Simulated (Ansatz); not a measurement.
`[SiH3][SiH2][SiH2][GeH2][SiH2][GeH3]` + `CO[SiH](O)Br` → `CO[SiH](Br)O[SiH3]` + `[SiH3][SiH2][GeH2][SiH2][GeH3]`  (cleavage of the Si–Si bond)

Program: Ansatz. Geometries: PBE0-D4/def2-TZVP. ΔE: electronic, gas phase. CBS: MP2 limit from def2 TZ/QZ plus the TZ coupled-cluster correction, frozen cores. For Br, Ge outer-core shells are correlated without core-valence functions, which leaves a few kJ/mol of doubt a bond. Scalar relativity is left out up to krypton. One conformer a species, not always the lowest.

| species | CCSD/def2-TZVPP energy (Eh) |
| --- | --- |
| `[SiH3][SiH2][SiH2][GeH2][SiH2][GeH3]` | -5315.79858 |
| `CO[SiH](O)Br` | -3053.17272 |
| `CO[SiH](Br)O[SiH3]` | -3343.46225 |
| `[SiH3][SiH2][GeH2][SiH2][GeH3]` | -5025.54666 |

(1) Work out ΔE.

Largest T1 diagnostic among the species: 0.013.

Results:

(1) ΔE = (-3343.46225) + (-5025.54666) − (-5315.79858) − (-3053.17272) = -0.03761 Eh = -23.6 kcal/mol. CCSD(T)/CBS gives -22.3 kcal/mol.

In def2-TZVPP, CCSD(T) changes the Hartree–Fock value by +8.4 kcal/mol (the triples alone add +1.2 kcal/mol) and MP2 by +7.1 kcal/mol. From PBE to PBE0 (25 % exact exchange), in def2-TZVPP and without D4, ΔE moves by −2.0 kcal/mol.
